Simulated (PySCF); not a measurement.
Compound: (SiH3)2PPF2, F2H6P2Si2.
Atom-mapped SMILES: `[F:1][P:2]([F:3])[P:4]([SiH3:5])[SiH3:6]` (hydrogens: H7, H8, H9 on Si5; H10, H11, H12 on Si6)

Theory: PySCF 2.14.0, PBE0-D3(BJ)/def2-SVP geometry optimisation, gas phase.

**Question.** Give the optimised bond lengths and angles.

**Answer.** 
```json
{"bond": "F1–P2", "length (Å)": "1.611"}
{"bond": "P2–F3", "length (Å)": "1.622"}
{"bond": "P2–P4", "length (Å)": "2.239"}
{"bond": "P4–Si5, P4–Si6", "length (Å)": "2.269"}
{"bond": "Si5–H7 and 5 like bonds", "length (Å)": "1.493"}
```

Bonds in one row agree within 0.01 Å and their mean is given. A selection of angles:
```json
{"angle": "F1–P2–F3", "degrees": "97.8"}
{"angle": "F1–P2–P4", "degrees": "98.1"}
{"angle": "P2–P4–Si5", "degrees": "95.9"}
{"angle": "Si5–P4–Si6", "degrees": "95.5"}
{"angle": "P4–Si5–H7", "degrees": "112.1"}
{"angle": "P4–Si5–H8", "degrees": "105.9"}
{"angle": "P4–Si5–H9", "degrees": "109.4"}
{"angle": "H7–Si5–H8", "degrees": "109.0"}
{"angle": "P4–Si6–H10", "degrees": "107.0"}
{"angle": "P4–Si6–H11", "degrees": "112.9"}
```

Dihedral angles: F1–P2–P4–Si5 -143° (anticlinal). The mirror-image conformer, all signs reversed, is as good.

P4 (three-coordinate phosphorus) is pyramidal (angles 95.9°, 95.5° and 95.5°, sum 287.0°, 1.17 Å off the plane of its three neighbours). P2 (three-coordinate phosphorus) is pyramidal (angles 98.1°, 97.8° and 97.4°, sum 293.2°, 0.87 Å off the plane of its three neighbours). Si5 (SiH3 silicon) is distorted tetrahedral (angles from 105.9° to 112.1°).

Point group: C1 (no symmetry element, even within 0.4 Å). PBE0-D3(BJ)/def2-SVP frequencies: not computed here. One conformer, not necessarily the lowest.
